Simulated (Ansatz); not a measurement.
Geometry optimisation, RKS BLYP/def2-SVP in Ansatz.

The input (input.yaml):

```yaml
crystal:
  periodic: [false, false, false]
  atoms:
    - { symbol: Ge, position_ang: [0.0, 0.0, 0.0] }
    - { symbol: H, position_ang: [0.0, 0.0, 1.9] }
    - { symbol: Cl, position_ang: [2.0935, 0.0, -0.7393] }
    - { symbol: H, position_ang: [-0.73, 1.2648, -0.5162] }
    - { symbol: H, position_ang: [-0.73, -1.2648, -0.5162] }
    - { symbol: Si, position_ang: [1.3688, 2.0643, 0.823] }
    - { symbol: H, position_ang: [2.4919, 1.6107, 1.6383] }
    - { symbol: H, position_ang: [1.8729, 2.8056, -0.3293] }
    - { symbol: H, position_ang: [0.5084, 2.9328, 1.6211] }
    - { symbol: H, position_ang: [0.5361, 0.8084, 1.9684] }
basis:
  gaussian: { orbitals: def2-SVP }
hamiltonian:
  xc: blyp
relax:
  f_tol: 0.15
  max_steps: 25
  restrain:
    - { distance: [0, 5], at: 3.51, k: 30.0 }
    - { distance: [9, 1], at: 1.86, k: 30.0 }
    - { distance: [0, 1], at: 1.55, k: 30.0 }
    - { distance: [9, 5], at: 1.46, k: 30.0 }
```

Launched with:

```bash
$ ansatz run input.yaml --threads 2 --pin off --max-ram 3072MiB --backend cpu --events-out ev --progress --plain --runs-dir out
```

Question: Where does it end, and by what steps?

Answer: The run converged. The restraints hold the end off the free minimum. After 8 steps the energy has fallen by 5.292 eV (the restraints' own energy left out); H9 moved furthest, 0.96 Å. Parted: Ge1–Si6 (2.61 → 3.53 Å). Joined: Si6–H10 (1.89 → 1.47 Å).

```
step  energy less start (eV)  largest force component (eV/Å)  accepted
   0                  0.0000                           2.205       yes
   1                 -1.4137                           2.484       yes
   2                 -2.2157                           3.893       yes
   3                 -3.5806                           2.160       yes
   4                 -4.5219                           1.151       yes
   5                 -5.0484                           0.505       yes
   6                 -5.2409                           0.656       yes
   7                 -5.2820                           0.906       yes
   8                 -5.2922                           0.744       yes
```

```xyz
10
Properties=species:S:1:pos:R:3
Ge -0.187 -0.339 -0.140
H -0.263 -0.322 1.406
Cl 1.948 -0.468 -0.683
H -0.756 0.973 -0.734
H -0.870 -1.577 -0.779
Si 1.505 2.376 1.347
H 2.947 2.150 1.682
H 1.352 2.591 -0.123
H 1.032 3.609 2.066
H 0.703 1.230 1.808
```

Run time: 17 s on 2 threads of Arm Neoverse V2, on a shared host, peak memory 0.14 GiB.
